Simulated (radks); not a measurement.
In2+, 47 electrons, occupied as [Kr] 4d10 6s1 (not the ground configuration). Calculated with a radial shooting solver on a logarithmic mesh with Libxc functionals: Dirac Kohn-Sham, OLYP, spin-unpolarised, spherical densities, point nucleus.

X-ray form factor f0, the Fourier transform of the density (f0(0) = 47):

sin(theta)/lambda (1/angstrom),f0 (electrons)
0.05,46.120
0.1,44.252
0.15,42.143
0.2,39.738
0.25,37.048
0.3,34.301
0.4,29.340
0.5,25.438
0.6,22.543
0.8,18.736
1,16.056
1.25,13.107
1.5,10.529
2,7.125
